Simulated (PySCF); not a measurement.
Species: C₂H₆BBr₃S.
Cartesian coordinates in Å at the PBE0-D3(BJ)/def2-SVP level; atoms count from 1:
```xyz
13
C2H6BBr3S angstrom
C      0.6505   -1.5167    0.2655
S      0.0476    0.0799    0.8343
C      1.1586    1.2025   -0.0275
B     -1.6974    0.3059   -0.0977
Br    -2.2271    2.1574    0.3922
Br    -1.4278    0.0556   -2.0555
Br    -2.8316   -1.1034    0.7236
H     -0.0370   -2.2679    0.6751
H      1.6628   -1.6689    0.6616
H      0.6302   -1.5467   -0.8329
H      0.7988    2.2167    0.1885
H      1.1113    1.0086   -1.1082
H      2.1724    1.0644    0.3701
```

Computed with core-valence-separated Tamm–Dancoff BHandHLYP/aug-pcX-1 (pcseg-1 on H, def2-SVPD on Br, def2-SVPD on S) in PySCF, non-relativistic, gas phase, PBE0-D3(BJ)/def2-SVP geometry. No shift to experiment was applied.

The lowest roots of each edge with f over 0.003 (five at most, numbered afresh; weaker and dark ones are left out), with transition dipoles (au) in the frame of the coordinates:

| root | edge | E (eV) | f | μx | μy | μz |
| --- | --- | --- | --- | --- | --- | --- |
| 1 | C | 285.20 | 0.0631 | -0.0404 | -0.0804 | 0.0306 |
| 2 | C | 285.21 | 0.0473 | -0.0449 | 0.0549 | 0.0417 |
| 3 | C | 286.67 | 0.0117 | -0.0337 | 0.0221 | -0.0069 |
| 4 | C | 286.67 | 0.0167 | -0.0482 | -0.0049 | -0.0054 |
| 5 | C | 287.45 | 0.0191 | 0.0287 | 0.0426 | 0.0086 |
| 6 | B | 191.77 | 0.0873 | 0.1287 | -0.0202 | 0.0400 |
| 7 | B | 192.36 | 0.0783 | -0.0337 | -0.0186 | 0.1230 |
| 8 | B | 192.37 | 0.0769 | -0.0144 | -0.1246 | -0.0239 |
| 9 | B | 192.92 | 0.0039 | 0.0129 | -0.0051 | -0.0253 |
| 10 | B | 194.04 | 0.0061 | -0.0067 | -0.0350 | 0.0042 |

Problem. Molecules are fixed in this frame and the field points along (1, 0, −1)/√2. What effective strengths 3 f cos²θ do the roots have (θ between field and μ)?

Solution. root 1 (C1/C3): 0.053, root 2 (C1/C3): 0.079, root 3 (C1/C3): 0.008, root 4 (C1/C3): 0.019, root 5 (C1/C3): 0.004, root 6 (B4): 0.055, root 7 (B4): 0.174, root 8 (B4): 0.001, root 9 (B4): 0.010, root 10 (B4): 0.001. Root 7 is the strongest. Averaged over all orientations cos²θ is 1/3, which gives f back. For degenerate partners only the sum has meaning, as the program may mix them freely.

 The BHandHLYP/aug-pcX-1 (pcseg-1 on H, def2-SVPD on Br, def2-SVPD on S) calculation is non-relativistic and has no spin–orbit coupling, an omission that weighs most on bromine.
